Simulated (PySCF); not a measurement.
## Dipole moment and polarisability of `COc1ccccn1`

C6H7NO.
Geometry (GFN2-xTB, Å), atoms numbered from 1 in this order:
```
atom  x, y, z in Å
C1    -2.648    0.114    0.136
O2    -1.634   -0.829   -0.150
C3    -0.370   -0.378   -0.083
C4     0.664   -1.283   -0.360
C5     1.960   -0.822   -0.297
C6     2.192    0.509    0.037
C7     1.101    1.313    0.295
N8    -0.154    0.887    0.238
H9    -2.608    0.950   -0.566
H10   -3.590   -0.422    0.036
H11   -2.536    0.504    1.150
H12    0.422   -2.303   -0.611
H13    2.785   -1.487   -0.506
H14    3.194    0.903    0.094
H15    1.216    2.355    0.565
```

Level: wB97X-D/def2-SVPD (PySCF), static field, nuclei fixed, core orbitals frozen in the response. The polarisability tensor in these axes (au):

```
x   104.25   2.44  -1.60
y     2.44  81.49   7.84
z    -1.60   7.84  53.02
```

Give the principal values, the mean and the anisotropy Δα = √{½[(α1 − α2)² + (α2 − α3)² + (α1 − α3)²]}.

Principal values 50.92, 83.32 and 104.52 au; mean 79.59 au = 11.79 Å³ = 13.12 × 10⁻⁴⁰ C²·m²/J; Δα = 46.76 au (59 % of the mean).

What is the dipole moment, and where does it point?

(0.77, -0.14, -0.07) D, 0.79 D in size, pointing from the negative to the positive side. Measured along this direction, the outermost atoms are H10 at the negative end and H13 and H14 at the positive end.

Refractivity n − 1 of an ideal gas of it at 400 K and 1 atm, from the electronic α?

N = p/kT = 1.8347 × 10¹⁹ cm⁻³, so n − 1 = 2π × N × 11.79 × 10⁻²⁴ cm³ = 1360 × 10⁻⁶ at long wavelengths, for an ideal gas.

Find the Langevin capture rate constant for H3+ (3.023 u) meeting this molecule (109.053 u), k = 2.342 × 10⁻⁹ cm³/s × √(α in Å³ / reduced mass in u).

The reduced mass is 2.94 u, so k = 4.69 × 10⁻⁹ cm³/s. The formula leaves out the permanent dipole, which adds to the capture rate.

Along which axes do the principal values lie, and how far do the nuclei extend along each?

Largest value along (0.99, 0.10, -0.02), where the nuclei span 6.88 Å; middle along (-0.09, 0.96, 0.25), 4.71 Å; least along (0.04, -0.25, 0.97), 1.77 Å. The response follows the extents in order.

What depolarisation ratio follows for Rayleigh scattering of linearly polarised light, taking the static tensor?

ρ = 3Δα²/(45ᾱ² + 4Δα²) = 6558.3/(285053 + 8744.4) = 0.0223.

Give the eigenvalues of the traceless quadrupole moment Θ = ½Σq(3rr − r²1), origin at the centre of nuclear charge.

-6.79, -1.49, 8.27 D·Å. The values depend on the origin, since the dipole doesn't vanish. The electronic extent ⟨r²⟩ about the same centre is 920 bohr², a root-mean-square distance of 2.11 Å for the 58 electrons.

The structure is a single GFN2-xTB conformer in the gas phase; no vibrational or solvent corrections.
